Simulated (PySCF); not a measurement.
Structure problem from calculated spectra and properties.

Formula: C7H18OSi.

| Quantity | Value |
| --- | --- |
| NMR, other nuclei | isotropic shieldings of nuclei other than C and H, by class: 263 (1 O), 346 (1 Si) ppm [GIAO B3LYP/pcSseg-1] |
| Rotational structure | rotational constants A, B, C: 2.538, 0.680, 0.634 GHz [PBE0-D3(BJ)/def2-SVP] |
| 1H NMR | chemical shifts (computed TMS as zero) by class: 4.53 (2 H), 3.81 (1 H), 1.22 (6 H), 0.99 (9 H) ppm [GIAO B3LYP/pcSseg-1] |
| 13C NMR | chemical shifts (computed TMS as zero) by class: 71.3 (1 C), 27.1 (2 C), 26.9 (3 C), 19.3 (1 C) ppm [GIAO B3LYP/pcSseg-1] |
| XPS | Si2p3/2 106.6, C1s 290.0, C1s 290.2 (×3), C1s 290.5 (×2), C1s 292.0, O1s 537.4, Si1s 1846.4 eV [ΔSCF SCAN, pcX-2 on the ionised atom, pcseg-1 elsewhere, spin-free X2C, 2p3/2 from a spin–orbit splitting computed afterwards within the 2p shell] |
| Dipole | 0.56 D [B3LYP/pcSseg-1] |

The electronic properties come from PySCF, for the isolated species, density fitting. Levels stand in brackets. Isolated species at its PBE0-D3(BJ)/def2-SVP geometry (one conformer only). NMR classes are plain means over equivalent atoms (diastereotopic ones count apart unless rotation or inversion swaps them), as if these changed places fast.

Q: Give a SMILES that accounts for the data.

A: Numbering: `[CH3:1][CH:2]([CH3:3])[O:4][SiH2:5][C:6]([CH3:7])([CH3:8])[CH3:9]`. Its formula, C7H18OSi, gives 0 degrees of unsaturation, so no ring and no π bond. 7 carbons fall into 4 classes; from least to most shielded: sp3 carbon bound to oxygen [C2] (71.3 ppm), methyl carbon [C1/C3] (27.1 ppm, 2 C), methyl carbon [C7/C8/C9] (26.9 ppm, 3 C, up to 2.4 ppm apart in this geometry), sp3 carbon bound to silicon [C6] (19.3 ppm). Hydrogen classes from least to most shielded: 2 H on an oxygen-bound silicon, Si5 (4.53 ppm), 1 H on an sp3 carbon bound to oxygen, C2 (3.81 ppm), 6 H on 2 methyl carbons, C1/C3 (1.22 ppm, a mean of values up to 0.6 ppm apart in this geometry), 9 H on 3 methyl carbons, C7/C8/C9 (0.99 ppm, a mean of values up to 0.8 ppm apart in this geometry). The other shieldings belong to: 263 ppm, silyl ether oxygen [O4]; 346 ppm, oxygen-bound silicon [Si5]. The core levels belong to: Si2p3/2 106.6 eV, oxygen-bound silicon [Si5]; C1s 290.0 eV, sp3 carbon bound to silicon [C6]; C1s 290.2 eV, methyl carbon [C7/C8/C9]; C1s 290.5 eV, methyl carbon [C1/C3]; C1s 292.0 eV, sp3 carbon bound to oxygen [C2]; O1s 537.4 eV, silyl ether oxygen [O4]; Si1s 1846.4 eV, oxygen-bound silicon [Si5]. One atom of each topological class was ionised and stands for its class. The optimised geometry has point group C1 and is an asymmetric top. Structure: `CC(C)O[SiH2]C(C)(C)C`. The assignments are read from this structure; whether some other isomer fits the data as well wasn't checked.

Shape of the structure used: `[CH3:1][CH:2]([CH3:3])[O:4][SiH2:5][C:6]([CH3:7])([CH3:8])[CH3:9]`: C1–C2–O4–Si5 -156°, C2–O4–Si5–C6 166°, O4–Si5–C6–C7 -60°.
